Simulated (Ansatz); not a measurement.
Basis sets compared for Zr(NH2)F3 (ZrNF₃H₂). Charge 0, multiplicity 1. Geometry r2SCAN-D4/def2-SVP. Ansatz on 2 threads of AMD EPYC 7R13 on a shared host; times are rough, and most runs start from earlier orbitals.

```csv
atom,x (Å),y (Å),z (Å)
Zr1,-0.1105,0.7650,0.1163
N2,0.1550,-1.2224,-0.1320
H3,0.8766,-1.7943,0.3078
H4,-0.3956,-1.8282,-0.7413
F5,0.7099,1.2491,1.7722
F6,-1.9838,1.1235,-0.0100
F7,0.7485,1.7073,-1.3130
```

In the def2 sets Zr takes a core potential; there is no spin–orbit coupling.

Binding counts from free atoms (Zr triplet, N quartet, H doublet, F doublet) in the same basis, without a counterpoise term.

| level | functions | energy (Eh) | HOMO (eV) | LUMO (eV) | binding per atom (eV) | wall time |
| --- | --- | --- | --- | --- | --- | --- |
| PBE-D4/def2-SVP | 97 | -402.2339 | -6.50 | -1.82 | – | 1.1 s |
| PBE0-D4/def2-SVP | 97 | -402.1994 | -8.04 | -0.98 | 4.68 | 1.5 s |

Q: Estimate the rows for PBE-D4/def2-TZVP, PBE0-D4/def2-TZVP (with forces).

A: 
| level | functions | energy (Eh) | HOMO (eV) | LUMO (eV) | binding per atom (eV) | wall time |
| --- | --- | --- | --- | --- | --- | --- |
| PBE-D4/def2-TZVP | 176 | -402.6779 | -6.74 | -2.04 | – | 2 s |
| PBE0-D4/def2-TZVP (with forces) | 176 | -402.6412 | -8.20 | -1.14 | 4.60 | 4 s |
